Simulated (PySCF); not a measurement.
Computed IR spectrum (relative IR intensity) of a molecule C2H9NSi. Geometry optimised at B3LYP-D3(BJ)/def2-SVP. One conformer was computed; it need not be the lowest. Computed with B3LYP-D3(BJ)/def2-SVP (PySCF 2.14.0). Frequencies are harmonic and unscaled.

Lines under 2 % of the strongest are left out, and lines within 2 cm⁻¹ are merged.

ν (cm⁻¹): 147 (w), 248 (vw), 269 (w), 401 (vs), 607 (w), 683 (w), 689 (w), 759 (m), 800 (vw), 855 (m), 884 (m), 912 (vs), 939 (vs), 1266 (m), 1272 (w), 1443 (vw), 1548 (m), 2199 (vs), 3017 (vw), 3025 (vw), 3104 (vw), 3109 (w), 3127 (vw), 3555 (w), 3644 (w) (against the strongest line: vs over 80 %, s over 45 %, m over 15 %, w over 4 %, vw less)

**Question.** Which structure fits?
(A) C[SiH](C)N
(B) CN[SiH2]C
(C) CNC[SiH3]
(D) CN(C)[SiH3]

**Answer.** A, C[SiH](C)N
